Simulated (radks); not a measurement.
Pm I, configuration [Kr] 4d10 4f5.25 5s2 5p5.75 6s2 (fractional occupations, a model configuration). Method: Dirac Kohn-Sham, LDA (Slater exchange, Perdew-Wang correlation), spin-unpolarised, spherical densities, point nucleus; open shells are shared between the two j in proportion to 2j + 1; computed with a radial shooting solver on a logarithmic mesh with Libxc functionals. Some entries of the table are withheld. Estimate them.

orbital     occ.  eigenvalue (Ry)  <r^2> (bohr^2)  r(max) (bohr)
1s1/2          2        -3302.772             (1)        0.01480
2s1/2          2        -536.7808         0.01151        0.08402
2p1/2          2        -508.5132        0.008396        0.06371
2p3/2          4        -467.3849        0.009643        0.06926
3s1/2          2        -116.9606         0.07764         0.2391
3p1/2          2        -104.8192         0.07267         0.2259
3p3/2          4        -96.55267         0.07997         0.2378
3d3/2          4        -75.38078         0.06454         0.1897
3d5/2          6        -73.58729         0.06659         0.1931
4s1/2          2        -23.17482          0.3977         0.5524
4p1/2          2        -18.55821          0.4216         0.5588
4p3/2          4        -16.74441          0.4625         0.5845
4d3/2          4         -9.14149          0.5427         0.5981
4d5/2          6         -8.81959          0.5592         0.6065
5s1/2          2         -3.07226           2.344          1.289
5p1/2    1.91667              (2)           3.037          1.414
5p3/2    3.83333              (3)           3.415          1.491
6s1/2          2         -0.27155           21.15          3.663
4f5/2       2.25         -0.15767             (4)         0.6357
5d3/2          0         -0.15289           12.86          2.199
5d5/2          0         -0.13997           13.80          2.259
4f7/2          3         -0.12376             (5)         0.6412
6p1/2          0         -0.10375           38.03          4.790
6p3/2          0         -0.08951           42.55          5.079
7s1/2          0         -0.00637           269.3          10.99

Answer. 
(1) 1s1/2 <r^2> (bohr^2): 0.0007326
(2) 5p1/2 eigenvalue (Ry): -1.83757
(3) 5p3/2 eigenvalue (Ry): -1.59538
(4) 4f5/2 <r^2> (bohr^2): 1.668
(5) 4f7/2 <r^2> (bohr^2): 1.782
